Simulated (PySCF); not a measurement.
# Potential energy of SbTe along the bond

Set-up: PySCF, scalar-relativistic core potentials, basis sets Sb def2-SVP with ECP28, Te def2-SVP with ECP28. Energies in eV from Sb + Te in their ground configurations at the same level. All curves are PBE0. state 1: ²Π (doublet), unpaired electrons π ↑; state 2: ⁴Π (quartet), unpaired electrons π ↑↑↑, a second solution, started from another occupation; state 3: Ms = 0.5 determinant of mixed spin (⟨S²⟩ near 1.8), unpaired electrons π ↑↑↓, a mixture of terms (⟨Lz²⟩ = 3.0), a second solution, started from another occupation; state 4: sextet, unpaired electrons σ ↑, π ↑↑↑↑, a second solution, started from another occupation.

| R (Å) | state 1 | state 2 | state 3 | state 4 |
| --- | --- | --- | --- | --- |
| 2.196 | -0.969 | 1.716 | 2.056 | 8.5364 |
| 2.298 | -1.893 | 0.339 | 0.679 | 6.3990 |
| 2.400 | -2.383 | -0.566 | -0.225 | 4.7822 |
| 2.476 | -2.547 | -1.016 | -0.675 | 3.8324 |
| 2.553 | -2.585 | -1.319 | -0.978 | 3.0611 |
| 2.630 | -2.534 | -1.507 | -1.166 | 2.4350 |
| 2.732 | -2.386 | -1.624 | -1.282 | 1.7806 |
| 2.859 | -2.139 | -1.619 | -1.277 | 1.1842 |
| 3.013 | -1.810 | -1.472 | -1.131 | 0.7026 |
| 3.217 | -1.372 | -1.155 | -0.814 | 0.3203 |

Task: Put a parabola through the three lowest points of the state 2 curve and estimate Re, k and ωe (reduced mass 62.62 u; 1 eV/Å² = 0.16022 mdyn/Å; ωe = 1302.8·√(k/μ) cm⁻¹).

Result: Through R = 2.63, 2.732, 2.859 Å the second-order coefficient is 5.18 eV/Å², so Re ≈ 2.792 Å, k ≈ 1.66 mdyn/Å and ωe ≈ 212 cm⁻¹. A polynomial fit of higher order to the unrounded PBE0 energies gives Re = 2.788 Å, k = 1.38 mdyn/Å, ωe = 193 cm⁻¹; anharmonicity and rounding make the difference.

The higher-order fit for each curve: state 2: Re = 2.788 Å, ωe = 193 cm⁻¹, minimum 1.64 eV below the ground-state fragments; state 3: Re = 2.788 Å, ωe = 193 cm⁻¹, minimum 1.30 eV below the ground-state fragments. State 1 gave no clean fit. State 4 gave no clean fit.

⟨S²⟩ of the unrestricted solution departs from its pure value on part of the curve, where spin states mix. Spin–orbit coupling is left out, which matters for elements this heavy, above all for dissociation energies. The state is the lowest determinant that a PBE0 search found; another state may lie lower at other levels.
